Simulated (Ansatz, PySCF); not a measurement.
FGeH₇Si₂, SMILES F[SiH2][SiH2][GeH3]. Atoms are numbered in the order given.

```xyz
11

Si     1.8913     0.3120     0.7762
F      3.3542    -0.3951     0.6099
Si     0.2808    -0.8066    -0.5040
Ge    -1.8248     0.2738    -0.2135
H      2.0115     1.7336     0.3364
H      1.5224     0.2786     2.2224
H      0.1742    -2.2330    -0.0650
H      0.6616    -0.7764    -1.9508
H     -1.7378     1.7405    -0.6640
H     -2.2367     0.2483     1.2668
H     -2.9150    -0.4274    -1.0371
```
Charge 0, spin multiplicity 1.

Geometry: r2SCAN-D4/def2-SVP. This is a generated structure with no PubChem entry under its InChIKey; it may be hypothetical. Other conformers were not sampled.

Two levels are set side by side: PBE-D3(BJ)/def2-SVP (Ansatz, a program for electronic structure) and r2SCAN-D4/def2-SVP (Ansatz). Each level has its own optimised geometry; the coordinates shown are those of the second. Frequencies come from the Hessian of PySCF at each geometry. Differences are taken from unrounded values.

| quantity | r2SCAN-D4 |
|---|---|
| mean bond length (Å) | 1.695 |
| bond Si1–F2 (Å) | 1.633 |
| bond Si1–Si3 (Å) | 2.342 |
| bond Si3–Ge4 (Å) | 2.384 |
| bond Si1–H5 (Å) | 1.493 |
| bond Si1–H6 (Å) | 1.493 |
| bond Si3–H7 (Å) | 1.496 |
| bond Si3–H8 (Å) | 1.496 |
| bond Ge4–H9 (Å) | 1.537 |
| bond Ge4–H10 (Å) | 1.537 |
| bond Ge4–H11 (Å) | 1.536 |
| highest harmonic wavenumber (cm⁻¹) | 2228 |
| mean harmonic wavenumber (cm⁻¹) | 980 |
| zero-point energy (kcal/mol) | 37.81 |

Q: What does PBE-D3(BJ) give, and how far is it from r2SCAN-D4? (The exact figures need the calculation; the answer reports its results.)

A: 
```json
[
 {"quantity": "mean bond length (Å)", "PBE-D3(BJ)": "1.707", "PBE-D3(BJ) minus r2SCAN-D4": "0.012"},
 {"quantity": "bond Si1–F2 (Å)", "PBE-D3(BJ)": "1.646", "PBE-D3(BJ) minus r2SCAN-D4": "0.013"},
 {"quantity": "bond Si1–Si3 (Å)", "PBE-D3(BJ)": "2.348", "PBE-D3(BJ) minus r2SCAN-D4": "0.006"},
 {"quantity": "bond Si3–Ge4 (Å)", "PBE-D3(BJ)": "2.398", "PBE-D3(BJ) minus r2SCAN-D4": "0.014"},
 {"quantity": "bond Si1–H5 (Å)", "PBE-D3(BJ)": "1.505", "PBE-D3(BJ) minus r2SCAN-D4": "0.012"},
 {"quantity": "bond Si1–H6 (Å)", "PBE-D3(BJ)": "1.505", "PBE-D3(BJ) minus r2SCAN-D4": "0.012"},
 {"quantity": "bond Si3–H7 (Å)", "PBE-D3(BJ)": "1.506", "PBE-D3(BJ) minus r2SCAN-D4": "0.010"},
 {"quantity": "bond Si3–H8 (Å)", "PBE-D3(BJ)": "1.506", "PBE-D3(BJ) minus r2SCAN-D4": "0.010"},
 {"quantity": "bond Ge4–H9 (Å)", "PBE-D3(BJ)": "1.552", "PBE-D3(BJ) minus r2SCAN-D4": "0.015"},
 {"quantity": "bond Ge4–H10 (Å)", "PBE-D3(BJ)": "1.552", "PBE-D3(BJ) minus r2SCAN-D4": "0.015"},
 {"quantity": "bond Ge4–H11 (Å)", "PBE-D3(BJ)": "1.551", "PBE-D3(BJ) minus r2SCAN-D4": "0.015"},
 {"quantity": "highest harmonic wavenumber (cm⁻¹)", "PBE-D3(BJ)": "2169", "PBE-D3(BJ) minus r2SCAN-D4": "-59"},
 {"quantity": "mean harmonic wavenumber (cm⁻¹)", "PBE-D3(BJ)": "949", "PBE-D3(BJ) minus r2SCAN-D4": "-30"},
 {"quantity": "zero-point energy (kcal/mol)", "PBE-D3(BJ)": "36.64", "PBE-D3(BJ) minus r2SCAN-D4": "-1.17"}
]
```
